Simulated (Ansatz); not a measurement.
`C=[C](C)[InH2]` + H₂ → `C=[CH][InH2]` + CH₄ at 400 K and 1 bar (hydrogenolysis of a C–C bond).

Calculated with Ansatz (gas phase, PBE0-D4/def2-TZVP geometries, no zero-point term in ΔE). CCSD(T)/CBS adds triple-zeta CCSD(T) − MP2 to the extrapolated MP2 energy (def2 sets, frozen cores). This one scheme is used for every species. Elements past krypton have def2 core potentials. For In outer-core shells are correlated without core-valence functions, which leaves a few kJ/mol of doubt a bond.

| species | CCSD(T)/CBS energy (Eh) | H − E (kJ/mol) | S (J/(mol·K)) |
| --- | --- | --- | --- |
| `C=[C](C)[InH2]` | -308.12640 | 244.6 | 377.9 |
| H₂ | -1.17544 | 38.0 | 139.0 |
| `C=[CH][InH2]` | -268.86241 | 164.7 | 336.3 |
| CH₄ | -40.46206 | 131.3 | 197.2 |

H − E and S are ideal-gas, rigid-rotor, harmonic terms from PBE0-D4/def2-TZVP. For small species the MP2-based limit differs from directly extrapolated CCSD(T) by up to some mEh (0.8 for H₂); such offsets cancel only in part. 1 Eh = 2625.50 kJ/mol, R = 8.31446 J/(mol·K).

Question: By hand: ΔE, ΔH, ΔS and ΔG.

Answer: ΔE = (-268.86241) + (-40.46206) − (-308.12640) − (-1.17544) = -0.02263 Eh = -59.4 kJ/mol. Δ(H − E) = 164.7 + 131.3 − 244.6 − 38.0 = 13.4, so ΔH = -46.0 kJ/mol. ΔS = 336.3 + 197.2 − 377.9 − 139.0 = 16.6 J/(mol·K). ΔG = -46.0 − 400 × (16.6)/1000 = -52.6 kJ/mol.

Question: By hand: the equilibrium constant, and the temperature at which ΔG would vanish if ΔH and ΔS stayed fixed.

Answer: log₁₀ K = −ΔG/(RT ln 10) = 6.9. ΔH and −TΔS have one sign here, so there is no such temperature.

ΔH outweighs TΔS. A doubt of 5 kJ/mol in ΔE shifts log₁₀ K by 0.7 here. These are equilibria of isolated gas molecules and say nothing of rates. Largest T1 diagnostic: 0.013 (customary marks: 0.02 for closed shells, 0.045 for open ones).
